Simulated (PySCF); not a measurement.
**Electron correlation in I³⁰⁺ (iodine, charge +30)**

[Ar] 3d5, high-spin 6S determinant. All numbers are calculated (PySCF 2.14, the spin-free X2C one-electron Hamiltonian (Gaussian nucleus), in an even-tempered Gaussian basis (18 s from 4.1 bohr⁻², ratio 2.5; 12 p from 5.4 bohr⁻², ratio 2.5; 8 d from 5.4 bohr⁻², ratio 2.5; 4 f from 22 bohr⁻², ratio 2.7; 3 g from 33 bohr⁻², ratio 2.7)). Frozen: [Ne]; 13 electrons correlated; the 30 highest virtual orbitals of each spin left out.

MP2 pair energies summed by pair of shells (mhartree):

```tsv
pair	energy	share (%)
3p-3d	-222.47	45.0
3p-3p	-114.66	23.2
3d-3d	-72.20	14.6
3s-3p	-45.11	9.1
3s-3d	-34.82	7.0
3s-3s	-5.58	1.1
```

Total MP2 correlation energy: -494.84 mhartree.

At this charge the one-electron X2C treatment keeps the bare 1/r₁₂, with no two-electron picture change or Breit term. The effect here is smaller than on the frozen 1s shell; and a scalar Hamiltonian misses the large spin-orbit splitting of the p shells, which matters for ns² → np² pairs.
